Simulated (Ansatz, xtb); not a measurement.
Isomers of B3BrHSi in order of energy

7 gas-phase structures of B3BrHSi, found in a search over its isomers (lower ones may exist). Each was relaxed with GFN2-xTB:

A. a doublet given by its coordinates
B. `B=BB=[Si]Br`, a doublet
C. `[SiH]B1[B]B1Br`, a doublet
D. `Br[Si]B1[B]B1`, a doublet
E. a doublet given by its coordinates
F. `BrB1B2B[Si]12`, a doublet
G. `B=B[Si]=BBr`, a doublet

E (Å):

| atom | x (Å) | y (Å) | z (Å) |
| --- | --- | --- | --- |
| B | -2.4487 | 0.3657 | -0.5090 |
| B | -2.3184 | -0.8635 | -1.3781 |
| B | -0.8925 | -0.1014 | -0.4196 |
| Br | -3.4710 | 1.7950 | 0.2587 |
| Si | -0.6804 | -1.7207 | -1.5523 |
| H | 0.0318 | 0.3291 | 0.1556 |

Close contacts (Å): B1–B2 1.51, B1–B3 1.63, B1–Br4 1.92, B2–B3 1.88, B2–Si5 1.86, B3–Si5 1.99, B3–H6 1.17.

A (Å):

```xyz
6

B    -1.4519   -0.5953   -0.7478
B    -0.3580   -1.7694   -0.7565
B    -0.3079   -0.6423   -1.8193
Br   -3.0007    0.2363    0.0123
Si    0.2366    0.3897   -3.2788
H    -0.0459   -2.7400   -0.1859
```

Close contacts (Å): B1–B2 1.60, B1–B3 1.57, B1–Br4 1.92, B2–B3 1.55, B3–Si5 1.87, B2–H6 1.17.

Task: Make a reasoned guess at their ranking by r2SCAN-D4/def2-SVP single-point energy.

Result: Calculated order at r2SCAN-D4/def2-SVP: F (0.000), E (0.801), A (1.247), D (2.370), B (2.698), G (2.820), C (2.824) eV. Less than 1 kcal/mol parts G and C, so the order within that pair means little.

Energies above the lowest of each column, in eV; the last columns are at B3LYP-D3(BJ)/def2-SVP geometries and were run for some of them only (a dash: not run or not comparable):

```json
{"structure": "F", "GFN2-xTB": "0.159", "HF/STO-3G": "0.000", "r2SCAN-D4/def2-SVP": "0.000", "B3LYP-D3(BJ)/def2-SVP": "0.000", "CCSD(T)/def2-SVP": "0.000"}
{"structure": "E", "GFN2-xTB": "0.326", "HF/STO-3G": "1.243", "r2SCAN-D4/def2-SVP": "0.801", "B3LYP-D3(BJ)/def2-SVP": "0.210", "CCSD(T)/def2-SVP": "0.142"}
{"structure": "A", "GFN2-xTB": "0.000", "HF/STO-3G": "1.595", "r2SCAN-D4/def2-SVP": "1.247", "B3LYP-D3(BJ)/def2-SVP": "–", "CCSD(T)/def2-SVP": "–"}
{"structure": "D", "GFN2-xTB": "0.620", "HF/STO-3G": "2.947", "r2SCAN-D4/def2-SVP": "2.370", "B3LYP-D3(BJ)/def2-SVP": "–", "CCSD(T)/def2-SVP": "–"}
{"structure": "B", "GFN2-xTB": "0.415", "HF/STO-3G": "3.283", "r2SCAN-D4/def2-SVP": "2.698", "B3LYP-D3(BJ)/def2-SVP": "–", "CCSD(T)/def2-SVP": "–"}
{"structure": "G", "GFN2-xTB": "0.954", "HF/STO-3G": "3.385", "r2SCAN-D4/def2-SVP": "2.820", "B3LYP-D3(BJ)/def2-SVP": "–", "CCSD(T)/def2-SVP": "–"}
{"structure": "C", "GFN2-xTB": "0.918", "HF/STO-3G": "3.654", "r2SCAN-D4/def2-SVP": "2.824", "B3LYP-D3(BJ)/def2-SVP": "–", "CCSD(T)/def2-SVP": "–"}
```

CCSD(T)/def2-SVP puts F lowest of those it was run on; GFN2-xTB picks A. Some further structures that were screened fall inside this span and aren't listed. Flexible structures stand in one conformer each, not always the lowest. Frequencies (B3LYP-D3(BJ)/def2-SVP) were run for E, F alone. Open shells are spin-unrestricted, some with notable spin contamination.

Over these structures GFN2-xTB departs from r2SCAN-D4/def2-SVP by 0.700 eV on average once a common shift is removed. A GFN2-xTB relaxation took about 0.17 s and the r2SCAN-D4/def2-SVP energy about 6 s on a shared host (Ansatz 0.2.0, xtb 6.7.1).
